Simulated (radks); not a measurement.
Problem. All-electron atom: Cl4+ in [Ne] 3s2 3p1. All-electron calculation, scalar-relativistic Kohn-Sham, PBEsol, spin-polarised, spherical densities, finite nucleus; open shells are filled with parallel spins first; Fermi nuclear charge, rms radius 3.3654 fm. Program: a radial shooting solver on a logarithmic mesh with Libxc functionals. Some entries of the table are withheld. Estimate them.

| orbital | occ. | eigenvalue (Ry) | r(max) (bohr) |
|---|---|---|---|
| 1s up | 1 | -206.7787 | 0.05953 |
| 1s down | 1 | -206.7596 | 0.05953 |
| 2s up | 1 | (1) | 0.3615 |
| 2s down | 1 | (2) | 0.3616 |
| 2p up | 3 | -18.78102 | 0.3008 |
| 2p down | 3 | -18.75490 | 0.3009 |
| 3s up | 1 | (3) | 1.205 |
| 3s down | 1 | (4) | 1.203 |
| 3p up | 1 | -4.43268 | 1.270 |
| 3p down | 0 | -4.29333 | 1.269 |

Solution. 
(1) 2s up eigenvalue (Ry): -23.22197
(2) 2s down eigenvalue (Ry): -23.20272
(3) 3s up eigenvalue (Ry): -5.47909
(4) 3s down eigenvalue (Ry): -5.33570
